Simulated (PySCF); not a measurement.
SbBr₂, SMILES [Br][Sb+][Br] (connectivity only; charge and spin as stated), charge +1, multiplicity 1. Geometry optimised at B3LYP-D3(BJ)/def2-SVP. The spin state was assumed, not searched. The isomer is the one that the SMILES or the coordinates give; other isomers of the formula were not compared. The def2 effective core potentials stand for the cores of Sb; spin–orbit coupling is left out.

These are B3LYP-D3(BJ)/def2-SVP (PySCF) values and carry that method's errors.

Harmonic wavenumbers (cm⁻¹): 90, 283, 287. Rotational constants (GHz): 3.060, 0.8714, 0.6782; symmetry number 2.

### Question
Work out the zero-point energy and the ideal-gas rigid-rotor harmonic-oscillator thermochemistry at 298.15 K and 1 atm.

### Answer
ZPE = ½ Σ hcν = ½ × 661 cm⁻¹ = 0.94 kcal/mol. H − E(el) = 4.34 kcal/mol. Entropy in cal/(mol K): translation 42.80, rotation 28.19, vibration 6.66, total 77.65. G − E(el) = -18.81 kcal/mol. Cp = 13.31 cal/(mol K). Modes under 150 cm⁻¹ make the vibrational entropy uncertain.
